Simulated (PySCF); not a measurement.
From one molecule to another.

First species: CH13N3OSi4.
SMILES: `[Si@@H]1(N[SiH2]N[SiH2]CN[SiH2]1)O`

Second species: C₅H₄F₄O₂.
Numbering: `[F:1][C@@H:2]1[CH:3]=[CH:4][O:5][C@H:6]1[O:7][C:8]([F:9])([F:10])[F:11]` (hydrogens: H12 on C2; H13 on C3; H14 on C4; H15 on C6)

Levels: PBE0/pcSseg-1 for HOMO energy, LUMO energy and HOMO–LUMO gap. Geometries: GFN2-xTB. Each species is one conformer at its optimised geometry, gas phase, non-relativistic unless stated; the electronic structure was computed with PySCF and density fitting.

Dipoles, sizes and rotational constants follow the conformer. The torsions of the flexible species, by atom-mapped SMILES:
- `[F:1][C@@H:2]1[CH:3]=[CH:4][O:5][C@H:6]1[O:7][C:8]([F:9])([F:10])[F:11]`: O5–C6–O7–C8 -64°, C6–O7–C8–F9 -50°

The conformers of `O[Si@H]1N[SiH2]N[SiH2]CN[SiH2]1` aren't listed.

Values for the first species:

```
HOMO energy   : -6.27 eV
LUMO energy   : -0.36 eV
HOMO–LUMO gap : 5.91 eV
```

Estimate the same properties for the second species, and the change in each.

```csv
property,first,second,second less first
HOMO energy,-6.27 eV,-7.66 eV,-1.39 eV
LUMO energy,-0.36 eV,-0.44 eV,-0.08 eV
HOMO–LUMO gap,5.91 eV,7.22 eV,+1.31 eV
```

